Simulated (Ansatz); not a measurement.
Mean bond length (Å) of eight silicon and germanium compounds: PBE-D3(BJ) beside PBE0-D3(BJ), computed with Ansatz (a first-principles code) for isolated molecules in the bases named; differences from unrounded values. The eight are the first of their class met in an unordered collection, after screening for sound electronic states; none was chosen by its value. Each level has its own optimised geometry.

| molecule | basis | PBE0-D3(BJ) | PBE-D3(BJ) | difference |
|---|---|---|---|---|
| aminosilylimino(oxo)methane (CH₄N₂OSi), SMILES N[SiH2]N=C=O | def2-SVP | 1.352 | 1.364 | 0.012 |
| 2,2-difluoro-1-silylethanone (C₂H₄F₂OSi), SMILES O=C([SiH3])C(F)F | def2-SVP | 1.439 | 1.452 | 0.013 |
| GeH4O4, SMILES [OH][Ge]([OH])([OH])[OH] | def2-SVP | 1.360 | … | … |
| C2H6O2Si, SMILES C1[SiH](CO1)O | def2-SVP | 1.381 | … | … |
| SiHClBr2, SMILES Cl[SiH](Br)Br | def2-SVP | 1.984 | 2.000 | 0.016 |
| Si(Me)(OH)2(PH2) (CH7O2PSi), SMILES C[Si](O)(O)P | def2-SVP | 1.412 | 1.425 | 0.013 |
| GeH4SSe, SMILES S[Se][GeH3] | def2-SVP | 1.760 | 1.776 | 0.016 |
| C2H11NSi3, SMILES CC[Si@H]1N[SiH2][SiH2]1 | def2-SVP | 1.509 | … | … |

Question: Complete the blanks. (An estimate is asked for; the answer gives what the named calculation found.)

Answer: 
- C2H11NSi3, SMILES CC[Si@H]1N[SiH2][SiH2]1, PBE-D3(BJ): 1.519
- C2H11NSi3, SMILES CC[Si@H]1N[SiH2][SiH2]1, difference: 0.010
- GeH4O4, SMILES [OH][Ge]([OH])([OH])[OH], PBE-D3(BJ): 1.378
- GeH4O4, SMILES [OH][Ge]([OH])([OH])[OH], difference: 0.019
- C2H6O2Si, SMILES C1[SiH](CO1)O, PBE-D3(BJ): 1.394
- C2H6O2Si, SMILES C1[SiH](CO1)O, difference: 0.013

PBE-D3(BJ) lies below PBE0-D3(BJ) in 0 and above it in 8 of the eight; the mean signed difference is 0.014 and the largest 0.019 Å.
